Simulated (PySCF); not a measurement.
# Static response to an electric field

C2H8F2OSi2.
Cartesian coordinates in Å at the GFN2-xTB level; atoms count from 1:
```
atom  x, y, z in Å
F1    -2.002   -1.048   -1.346
C2    -1.963   -0.644   -0.038
F3    -3.212   -0.231    0.238
O4    -1.114    0.360    0.158
C5     0.270   -0.024    0.384
Si6    1.042    1.590    1.069
Si7    1.042   -0.753   -1.212
H8    -1.753   -1.553    0.562
H9     0.274   -0.786    1.176
H10    0.246    2.023    2.216
H11    2.410    1.271    1.483
H12    1.035    2.596    0.012
H13    0.538   -2.110   -1.433
H14    2.484   -0.812   -0.972
H15    0.699    0.131   -2.318
```

Level: CAM-B3LYP/def2-SVPD (PySCF), static field, nuclei fixed, core orbitals frozen in the response. The polarisability tensor in these axes (au):

```
x   88.24  3.47 -0.18
y    3.47 83.65  9.10
z   -0.18  9.10 82.44
```

Diagonalise the tensor; give its mean and Δα, where Δα² is half the sum of the squared differences of the eigenvalues.

Principal values 73.49, 87.47 and 93.38 au; mean 84.78 au = 12.56 Å³ = 13.98 × 10⁻⁴⁰ C²·m²/J; Δα = 17.69 au (21 % of the mean).

What is the dipole moment, and where does it point?

(2.47, -0.83, 1.41) D, 2.96 D in size, pointing from the negative to the positive side. Measured along this direction, the outermost atoms are F3 at the negative end and H11 at the positive end.

Refractivity n − 1 of an ideal gas of it at 350 K and 1 atm, from the electronic α?

N = p/kT = 2.0968 × 10¹⁹ cm⁻³, so n − 1 = 2π × N × 12.56 × 10⁻²⁴ cm³ = 1655 × 10⁻⁶ at long wavelengths, for an ideal gas.

Rayleigh depolarisation ratio (linearly polarised light, static tensor)?

ρ = 3Δα²/(45ᾱ² + 4Δα²) = 938.8/(323447 + 1251.8) = 0.00289.

In a dilute gas of rigid molecules at 500 K, how does the orientational term μ²/3kT compare with the electronic polarisability?

In Gaussian units μ²/3kT = 42.45 Å³ against 12.56 Å³, a ratio of 3.38; the Debye molar polarisation (4π/3)N_A(α + μ²/3kT) is 138.8 cm³/mol, leaving out the vibrational part.

Find the Langevin capture rate constant for NH4+ (18.034 u) meeting this molecule (142.008 u), k = 2.342 × 10⁻⁹ cm³/s × √(α in Å³ / reduced mass in u).

The reduced mass is 16.00 u, so k = 2.08 × 10⁻⁹ cm³/s. The formula leaves out the permanent dipole, which adds to the capture rate.

Geometry: GFN2-xTB, one conformer, isolated molecule.
